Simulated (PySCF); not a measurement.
Two species compared at the same levels of theory.

First species: C₆H₈N₂OSi.
InChI=1S/C6H8N2OSi/c1-2-6(3-4-7)9-10-5-8/h2,6H,1,3,10H2/t6-/m0/s1

Second species: C6H10O3.
SMILES with atom numbers: `[CH2:1]=[C:2]([O:3][CH2:4][CH3:5])[O:6][C:7]([CH3:8])=[O:9]` (hydrogens: H10, H11 on C1; H12, H13 on C4; H14, H15, H16 on C5; H17, H18, H19 on C8)

Levels: PBE0/pcSseg-1 for dipole moment, HOMO energy, LUMO energy and HOMO–LUMO gap; GFN2-xTB for rotational constant A and rotational constant C. Geometries: GFN2-xTB. All species are isolated and taken at one optimised geometry, non-relativistic unless stated. Electronic properties by PySCF.

Dipoles, sizes and rotational constants follow the conformer. The torsions of the flexible species, by atom-mapped SMILES:
- `[CH2:1]=[CH:2][C@@H:3]([CH2:4][C:5]#[N:6])[O:7][SiH2:8][C:9]#[N:10]`: C1–C2–C3–C4 124°, C2–C3–C4–C5 -172°, C2–C3–O7–Si8 102°, C3–O7–Si8–C9 -57°
- `[CH2:1]=[C:2]([O:3][CH2:4][CH3:5])[O:6][C:7]([CH3:8])=[O:9]`: C1–C2–O3–C4 -9°, C2–O3–C4–C5 -172°, C1–C2–O6–C7 124°, C2–O6–C7–C8 176°

Values for the first species:

```
Dipole moment         : 2.92 D
HOMO energy           : -8.47 eV
LUMO energy           : -1.10 eV
HOMO–LUMO gap         : 7.37 eV
Rotational constant A : 1.549 GHz
Rotational constant C : 0.566 GHz
```

Question: Estimate the same properties for the second species, and the change in each.

Answer: 
```json
{"property": "dipole moment", "first": "2.92 D", "second": "1.31 D", "second less first": "-1.61 D"}
{"property": "HOMO energy", "first": "-8.47 eV", "second": "-6.79 eV", "second less first": "+1.68 eV"}
{"property": "LUMO energy", "first": "-1.10 eV", "second": "0.11 eV", "second less first": "+1.21 eV"}
{"property": "HOMO–LUMO gap", "first": "7.37 eV", "second": "6.90 eV", "second less first": "-0.47 eV"}
{"property": "rotational constant A", "first": "1.549 GHz", "second": "2.799 GHz", "second less first": "+1.250 GHz"}
{"property": "rotational constant C", "first": "0.566 GHz", "second": "0.819 GHz", "second less first": "+0.253 GHz"}
```

On the first: A dipole of 2.92 D is allowed in C1, and pure rotational transitions are dipole-allowed. The dipole matches unit charges of opposite sign 0.61 Å apart (1 e·Å = 4.8032 D).

On the second: In atomic units the dipole is 0.52 e·bohr (1 au = 2.5417 D). A dipole of 1.31 D is allowed in C1, and pure rotational transitions are dipole-allowed.
